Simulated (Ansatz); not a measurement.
Basis-set series for C₂H₆BrFGaN, SMILES `C[N](C)[Ga]([F])[Br]`. Charge 0, multiplicity 1. Geometry: relaxed with PBE0-D4/def2-TZVP. It is one conformer, not always the lowest.

```csv
functional,basis,functions,energy (Eh),HOMO (eV),LUMO (eV)
PBE0-D4,def2-SVP,150,-4732.00753,-6.79,-0.93
PBE0-D4,def2-QZVPP,586,-4732.94988,-6.91,-1.19
ωB97M-V,def2-SVP,150,-4732.46238,-9.06,1.00
ωB97M-V,def2-QZVPP,586,-4733.40766,-9.19,0.52
```

Task: Give the rows for def2-TZVPP. (An estimate is asked.)

Result: Ansatz gave: 
| functional | basis | functions | energy (Eh) | HOMO (eV) | LUMO (eV) |
| --- | --- | --- | --- | --- | --- |
| PBE0-D4 | def2-TZVPP | 304 | -4732.83995 | -6.88 | -1.09 |
| ωB97M-V | def2-TZVPP | 304 | -4733.30168 | -9.17 | 0.81 |

Positive LUMOs are unbound and depend on the basis. Scalar relativity is left out up to krypton.
